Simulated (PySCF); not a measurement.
Input of a run (PBE0-D3(BJ)/def2-SVP geometry optimisation, gas phase, def2 core potentials past Kr (PySCF 2.14.0)), started from GFN2-xTB:
```
{"job": {"xc": "PBE0", "basis": "def2-SVP", "d3": "d3bj", "grid": 1, "maxiter": 40, "kind": "geom"}, "charge": -2, "multiplicity": 1}
Nb    -0.001220    -0.000720     0.205770
O     -0.016980    -0.008930     1.904350
F      0.018020     0.009720    -1.958700
F      1.974330     0.005130    -0.019890
F     -1.971710    -0.005500    -0.055950
F     -0.006330     1.973840    -0.028360
F      0.003900    -1.973540    -0.047230
```

Output (energies in Eh, forces in Eh/bohr):
```
step   0  E = -630.74267690  max force = 0.084666
step   1  E = -630.74788136  max force = 0.007619
step   2  E = -630.74526144  max force = 0.015224
step   3  E = -630.74840784  max force = 0.006730
step   4  E = -630.74879216  max force = 0.003720
step   5  E = -630.74877898  max force = 0.001436
step   6  E = -630.74885738  max force = 0.000509
step   7  E = -630.74886301  max force = 0.000261
optimisation converged
```

Task: Summarise the run.

Result: The energy falls by 16.2 kJ/mol over 8 energy and gradient evaluations, the largest force component goes from 0.0847 to 2.6e-04 Eh/bohr, and the atoms move by 0.032 Å rms after alignment. The bond that changes most is Nb1–F3 (ends: niobium bonded to 5 F and O; fluorine bonded to Nb), which shortens by 0.108 Å. Bonds longer at the end by more than 0.005 Å: 1 of 6; shorter: 5. Among the angles that change most is F4–Nb1–F5, from 165.9° to 169.8°. The energy rose by more than 1e-6 Eh at steps 2 and 5. The first step brought 84 % of the lowering.

Task: What are the final bond lengths?

Result: Nb1–O2 1.752 Å, Nb1–F3 2.057 Å, Nb1–F4 1.966 Å, Nb1–F5 1.966 Å, Nb1–F6 1.966 Å, Nb1–F7 1.966 Å. Numbering counts from 1 in the input's order; the species is [NbOF5]2-, `[O]=[Nb-2]([F])([F])([F])([F])[F]`.

The run used 115 basis functions and 63 SCF cycles in all. On an x86-64 server with one thread (shared host), this took 58 s wall.

Whether it is a minimum is left open (no frequencies). Whether so highly charged an anion holds all its electrons in the gas phase wasn't checked; a finite basis holds them in any case. No counter-ion or solvent screens the charge of this multiply charged ion. The geometry's basis has no diffuse functions, a weakness for an anion.
